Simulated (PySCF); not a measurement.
**B²⁺ (boron, charge +2) across methods**

[He] 2p1, 2P determinant (an excited configuration). Calculation: PySCF 2.14, in dyall-acv3z (15s9p4d2f, 76 functions); the non-relativistic Hamiltonian (point nucleus).

```
 method  E (hartree)  mean ε 1s α (eV)  mean ε 1s β (eV)  mean ε 2p α (eV)  Σ⟨r²⟩ (bohr²)   ⟨S²⟩
    LDA     -22.9392           -208.44           -207.84           -26.424          3.301  0.750
 r2SCAN     -23.2271           -213.46           -212.96           -27.074          3.253  0.750
 PBEsol     -23.0701           -209.30           -208.73           -26.547          3.293  0.750
wB97X-V     -23.2321           -219.31           -218.88           -30.537          3.299  0.750
    UHF    -23.15386           -239.01           -238.38           -31.787          3.324  0.750
LC-wPBE     -23.1981           -216.44           -215.86           -31.218          3.245  0.750
    PBE     -23.1944           -210.45           -209.87           -26.784          3.279  0.750
   PBE0     -23.1977           -217.78           -217.18           -28.130          3.281  0.750
  B97-3     -23.2369           -218.53           -218.10           -28.205          3.275  0.750
```
